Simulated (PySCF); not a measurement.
# Electron correlation in Ar (argon, neutral)

[Ar], closed-shell 1S. All numbers are calculated (PySCF 2.14, the spin-free X2C one-electron Hamiltonian (Gaussian nucleus), in cc-pVTZ-DK (5s4p2d1f, 34 functions)). Frozen: [Ne]; 8 electrons correlated.

MP2 pair energies summed by pair of shells (mhartree):

| pair | energy | share (%) |
| --- | --- | --- |
| 3p-3p | -150.89 | 73.2 |
| 3s-3p | -46.30 | 22.5 |
| 3s-3s | -8.92 | 4.3 |

Total MP2 correlation energy: -206.10 mhartree.

Same-spin part -51.95 and opposite-spin part -154.16 mhartree; SCS-MP2 scales them by 1/3 and 6/5 to -202.30 mhartree.

| level | correlation energy (mhartree) |
| --- | --- |
| CCSD | -223.58 |
| (T) | -6.47 |
| CCSD(T) | -230.05 |

Diagnostics: T1 = 0.0021, D1 = 0.0034, largest double amplitude 0.049.

**Question.** Is a single reference adequate?

**Answer.** Yes: T1 lies below 0.03 and no double amplitude reaches 0.07.
